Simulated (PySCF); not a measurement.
Species: C3H12GeSi.
Atom-mapped SMILES: `[CH3:1][GeH2:2][C@H:3]([CH3:4])[SiH3:5]` (hydrogens: H6, H7, H8 on C1; H9, H10 on Ge2; H11 on C3; H12, H13, H14 on C4; H15, H16, H17 on Si5)

Computed, not measured: PySCF 2.14.0, PBE0-D3(BJ)/def2-SVP geometry optimisation, gas phase.

Some entries are withheld. Bonds in one row agree within 0.01 Å.

```json
{"coordinate": "C1–Ge2", "value": "?"}
{"coordinate": "Ge2–C3", "value": "?"}
{"coordinate": "C3–C4", "value": "1.533 Å"}
{"coordinate": "C3–Si5", "value": "?"}
{"coordinate": "C1–H6, C1–H7, C1–H8", "value": "1.100 Å"}
{"coordinate": "Ge2–H9", "value": "1.546 Å"}
{"coordinate": "Ge2–H10", "value": "1.544 Å"}
{"coordinate": "C3–H11", "value": "1.106 Å"}
{"coordinate": "C4–H12, C4–H13, C4–H14", "value": "1.103 Å"}
{"coordinate": "Si5–H15, Si5–H16, Si5–H17", "value": "1.497 Å"}
{"coordinate": "Ge2–C1–H6", "value": "110.6°"}
{"coordinate": "Ge2–C1–H7", "value": "110.4°"}
{"coordinate": "H6–C1–H7", "value": "108.4°"}
{"coordinate": "C1–Ge2–C3", "value": "110.8°"}
{"coordinate": "C1–Ge2–H9", "value": "109.6°"}
{"coordinate": "C1–Ge2–H10", "value": "?"}
{"coordinate": "C3–Ge2–H9", "value": "?"}
{"coordinate": "C3–Ge2–H10", "value": "109.8°"}
{"coordinate": "H9–Ge2–H10", "value": "108.7°"}
{"coordinate": "Ge2–C3–C4", "value": "111.6°"}
{"coordinate": "Ge2–C3–Si5", "value": "111.9°"}
{"coordinate": "Ge2–C3–H11", "value": "?"}
{"coordinate": "C4–C3–Si5", "value": "112.3°"}
{"coordinate": "C4–C3–H11", "value": "109.6°"}
{"coordinate": "Si5–C3–H11", "value": "105.9°"}
{"coordinate": "C3–C4–H12", "value": "111.7°"}
```

Q: Estimate the withheld lengths and angles.

A: 
- C1–Ge2 = 1.953 Å, drawn single (ends: sp3 carbon bound to germanium; germanium bonded to 2 C and 2 H); 0.01 Å below the sum of covalent radii, 1.96 Å.
- Ge2–C3 = 1.972 Å, drawn single (ends: germanium bonded to 2 C and 2 H; sp3 carbon bound to silicon); 0.01 Å above the sum of covalent radii, 1.96 Å.
- C3–Si5 = 1.884 Å, drawn single (sp3 carbon bound to silicon to SiH3 silicon); 0.01 Å above the sum of covalent radii, 1.87 Å.
- C1–Ge2–H10 = 110.0°, at the germanium bonded to 2 C and 2 H; the outer atoms are 2.874 Å apart.
- C3–Ge2–H9 = 108.0°, at the germanium bonded to 2 C and 2 H; the outer atoms are 2.857 Å apart.
- Ge2–C3–H11 = 105.1°, at the sp3 carbon bound to silicon; the outer atoms are 2.499 Å apart.

Radii are Cordero's, carbon taken as 0.76, 0.73 or 0.69 Å for four, three, and two or fewer neighbours.

Not checked by PBE0-D3(BJ)/def2-SVP frequencies. The numbers are those of one conformer (C1–Ge2–C3–C4 62°).
